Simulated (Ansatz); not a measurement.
Total energies of (ZnTe)6 ring (Zn6Te6) from Ansatz at PBE0-D4/def2-TZVP, gas phase (1 Eh = 27.2114 eV = 2625.5 kJ/mol). The reference geometry is relaxed at PBE-D4/def2-SVP.

```xyz
12

Zn    1.967   -1.494   -1.689
Te    0.773   -0.563   -3.660
Zn    1.285    1.435   -2.274
Te    1.727    3.409   -0.825
Zn   -0.706    2.935   -0.621
Te   -3.107    2.335   -0.378
Zn   -1.968    1.481    1.661
Te   -0.749    0.613    3.646
Zn   -1.269   -1.411    2.299
Te   -1.742   -3.398    0.880
Zn    0.692   -2.958    0.619
Te    3.096   -2.385    0.341
```

```json
{"state": "charge 0 singlet", "geometry": "reference", "energy (Eh)": "-12283.67809"}
{"state": "charge 1 doublet", "geometry": "reference", "energy (Eh)": "-12283.39364"}
{"state": "charge 1 doublet", "geometry": "relaxed at PBE-D4/def2-SVP", "energy (Eh)": "-12283.41226"}
{"state": "charge -1 doublet", "geometry": "reference", "energy (Eh)": "-12283.71595"}
{"state": "charge -1 doublet", "geometry": "relaxed at PBE-D4/def2-SVP", "energy (Eh)": "-12283.83894"}
{"state": "free Zn atom (singlet)", "geometry": "–", "energy (Eh)": "-1779.14424"}
{"state": "free Te atom (triplet)", "geometry": "–", "energy (Eh)": "-267.99464"}
```

In the def2 sets Te takes a core potential; there is no spin–orbit coupling. Single mean-field runs in def2-TZVP are fitted with def2-universal-jkfit.

Work out the vertical ionisation energy to the doublet.

E(charge 1 doublet) − E(charge 0 singlet) = -12283.39364 − (-12283.67809) = 0.28445 Eh = 7.74 eV. For comparison, −ε of the highest occupied level is 6.61 eV at this level, 1.13 eV less.

Work out the vertical electron affinity, to the doublet.

E(charge 0 singlet) − E(charge -1 doublet) = -12283.67809 − (-12283.71595) = 0.03786 Eh = 1.03 eV. The basis lacks diffuse functions, which makes affinities too small.

Give the fundamental gap IE − EA, the Mulliken electronegativity (IE + EA)/2 and the hardness (IE − EA)/2.

From the values in Eh: IE − EA = 0.28445 − 0.03786 = 0.24659 Eh = 6.71 eV; (IE + EA)/2 = 4.39 eV; (IE − EA)/2 = 3.36 eV. The HOMO–LUMO gap of the same run is 4.58 eV, 2.13 eV smaller than the fundamental gap.

How much does the charge 1 doublet relax, and what is the adiabatic ionisation energy?

Relaxation: -12283.39364 − (-12283.41226) = 0.01862 Eh = 0.51 eV. Adiabatic ionisation energy: 0.26583 Eh = 7.23 eV, without zero-point energy. Bonds change on the way (0 lost, 4 formed), so the relaxed form is another species. 

How much does the charge -1 doublet relax, and what is the adiabatic electron affinity?

Relaxation: -12283.71595 − (-12283.83894) = 0.12299 Eh = 3.35 eV. Adiabatic electron affinity: 0.16085 Eh = 4.38 eV, without zero-point energy. Bonds change on the way (2 lost, 8 formed), so the relaxed form is another species. 

What is the binding energy per atom against free atoms?

Atoms: 6 × (-1779.14424) + 6 × (-267.99464) = -12282.83328 Eh. Binding: -12282.83328 − (-12283.67809) = 0.84481 Eh = 22.99 eV, or 1.92 eV for each of 12 atoms (no zero-point energy, no counterpoise term).
